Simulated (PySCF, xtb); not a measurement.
Zn(Br)(OSiH3) (BrH3OSiZn), SMILES [SiH3][O][Zn][Br]. The values are those of a single conformer.

Harmonic wavenumbers (cm⁻¹) from GFN2-xTB (xtb) at its own minimum, in rising order: 33, 37, 89, 109, 228, 380, 597, 603, 750, 782, 822, 956, 2199, 2218, 2254.

What does TPSSh-D3(BJ)/def2-SVP run with PySCF give at its own minimum? (The exact figures need the calculation; the answer reports its results.)

36, 52, 110, 134, 281, 527, 729, 740, 960, 969, 1019, 1029, 2214, 2222, 2258. Paired by order, the mean absolute difference is 82 cm⁻¹ and the zero-point energies are 17.2 and 19.0 kcal/mol.
